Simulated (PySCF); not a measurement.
**From computed data to an observable: oscillator strength and radiative lifetime**

BaBr2, SMILES [Br][Ba][Br].

Geometry: B3LYP-D3(BJ)/def2-SVP. The def2 effective core potentials stand for the cores of Ba; spin–orbit coupling is left out.

TDDFT-M06-2X/def2-SVPD (PySCF) puts the first singlet state with f over 0.02 at 4.56 eV (vertical), with the transition dipole (-0.548, 0.000, 0.000) in atomic units.

Problem. Find the oscillator strength, the wavelength and the radiative lifetime that this transition would have in vacuum if emission retraced absorption.

Solution. 
|μ|² = 0.3003 au, so |μ| = 1.39 D. ΔE = 4.56/27.211 = 0.1676 hartree. f = (2/3) ΔE |μ|² = 0.034 (the program prints 0.034).
λ = 1239.84/4.56 = 272 nm; ν = 36779 cm⁻¹.
Einstein's coefficient A = 0.6670 ν² f s⁻¹ (ν in cm⁻¹) = 3.0e7 s⁻¹, so τ = 1/A = 33 ns. This state is S2; the lower singlet has f = 0.001. The figure is the radiative limit of this one transition; relaxation, internal conversion, crossing to triplets and a medium change what is measured.
